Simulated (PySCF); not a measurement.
# Excitation energy of Co by level of theory

Co [Ar] 3d7 4s2 (4F) → Co [Ar] 3d7 4s1 4p1 (high-spin determinant), as a difference of total energies. Calculation: PySCF 2.14, in def2-TZVPPD (6s6p4d2f1g, 67 functions); the non-relativistic Hamiltonian (point nucleus). Correlated levels: valence: [Ar] frozen; valence and next inner shell: [Ne] frozen. The calculations carry no spin-orbit coupling.

```json
{"method": "UHF", "excitation energy (cm⁻¹)": "13808"}
{"method": "LDA", "excitation energy (cm⁻¹)": "25587"}
{"method": "PBE", "excitation energy (cm⁻¹)": "23837"}
{"method": "PBE0", "excitation energy (cm⁻¹)": "22030"}
{"method": "r2SCAN", "excitation energy (cm⁻¹)": "21240"}
{"method": "revPBE", "excitation energy (cm⁻¹)": "23034"}
{"method": "wB97M-V", "excitation energy (cm⁻¹)": "25496"}
{"method": "M06-2X", "excitation energy (cm⁻¹)": "26204"}
{"method": "MP2 (valence)", "excitation energy (cm⁻¹)": "20770"}
{"method": "SCS-MP2 (valence)", "excitation energy (cm⁻¹)": "22600"}
{"method": "MP2 (valence and next inner shell)", "excitation energy (cm⁻¹)": "21477"}
{"method": "SCS-MP2 (valence and next inner shell)", "excitation energy (cm⁻¹)": "22744"}
```

A first-order spin-orbit estimate (lowest level to lowest level, LS coupling) adds 0.016 eV.

The determinant of the upper state mixes LS terms, which raises its energy above the lowest term, most at the Hartree-Fock and MP2 levels.
